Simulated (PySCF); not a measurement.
# What a mistake does to a calculation on AlBGeH6N

Calculated results; nothing here was measured. The program is PySCF 2.14.0, an open-source quantum chemistry code, run on an isolated molecule that a program drew, which may never have been made. The molecule is AlBGeH6N (charge 0, doublet), drawn as the SMILES string `N[B][GeH2][AlH2]`.

Each row is a Hartree-Fock (HF) and frozen-core CCSD(T) single point in the cc-pV(D+d)Z basis, meant for a local HF minimum. Run 1 is clean. Each other run has one planted mistake out of seven kinds, and not every kind appears here: one electron removed, one electron added, multiplicity raised by two, geometry at a saddle point, minimal basis STO-3G, one bond length entered in bohr, all coordinates scaled. The reference is restricted for singlets and unrestricted otherwise, and also for a bond in bohr. Adding or removing an electron swaps singlet and doublet. Electrons count all cores. HOMO and LUMO are orbital energies over both spins, the gradient is its largest component, and the lowest frequency (negative if imaginary) is given only where the gradient is small. Bond lengths are over the 9 bonds as drawn. T1 is the CCSD diagnostic: over 0.02 (restricted) or 0.045 (unrestricted) a single reference is doubtful. Germanium has the cc-pVDZ-PP basis, with a core potential (ECP10MDF) in place of its 10 inner electrons, and its 3s, 3p and 3d shells are frozen in CCSD(T).

Geometry of the clean run:
```xyz
10
AlBGeH6N, angstrom
N    -0.4534   -1.5340   -0.7360
B    -0.1217   -0.9821   -1.9557
Ge   -0.2625    0.9997   -2.5741
Al    1.9973    2.0572   -2.8126
H    -0.3342   -2.5057   -0.5286
H    -0.8586   -1.0126    0.0180
H    -1.1162    1.8273   -1.5791
H    -1.0143    1.0383   -3.9163
H     2.6403    2.3434   -4.2308
H     2.8330    2.4423   -1.5220
```

| run | electrons | basis functions | <S^2> | HOMO (eV) | LUMO (eV) | gradient (hartree/bohr) | lowest frequency (cm^-1) | mean bond (Å) | longest bond (Å) | T1 | HF (hartree) | CCSD(T) (hartree) | mistake |
|---|---|---|---|---|---|---|---|---|---|---|---|---|---|
| 1 | 63 | 104 | 0.760 | -8.06 | 0.87 | 3.2e-06 | 42 | 1.5808 | 2.506 | 0.0158 | -617.90147 | -618.36506 | no fault |
| 2 | 63 | 104 | 3.776 | -5.56 | -1.81 | 4.7e-02 | - | 1.5808 | 2.506 | 0.0225 | -617.77540 | -618.23297 | multiplicity raised by two |
| 3 | 64 | 104 | 0.000 | 0.37 | 4.69 | 5.5e-02 | - | 1.5808 | 2.506 | 0.0223 | -617.83521 | -618.33728 | ? |
| 4 | 62 | 104 | 0.000 | -14.29 | -5.35 | 8.1e-02 | - | 1.5808 | 2.506 | 0.0171 | -617.65350 | -618.11122 | ? |

**Which mistake was planted in run 3, and what did it cost?**

It counts 64 electrons, one more than the clean run, at the same geometry and basis. So the mistake is: one electron added. Subtracting run 1 and multiplying by 627.51 kcal/mol a hartree, the energy moved by 41.6 kcal/mol in HF and 17.4 kcal/mol in CCSD(T).

**Which mistake was planted in run 4, and what did it cost?**

It counts 62 electrons, one fewer than the clean run, at the same geometry and basis. So the mistake is: one electron removed. Subtracting run 1 and multiplying by 627.51 kcal/mol a hartree, the energy moved by 155.6 kcal/mol in HF and 159.3 kcal/mol in CCSD(T).

Cautions from the logs. Run 3: T1 is over the limit, so its CCSD(T) energy is less reliable and the HOMO is above zero, so the electron isn't bound and the energy depends on the basis.
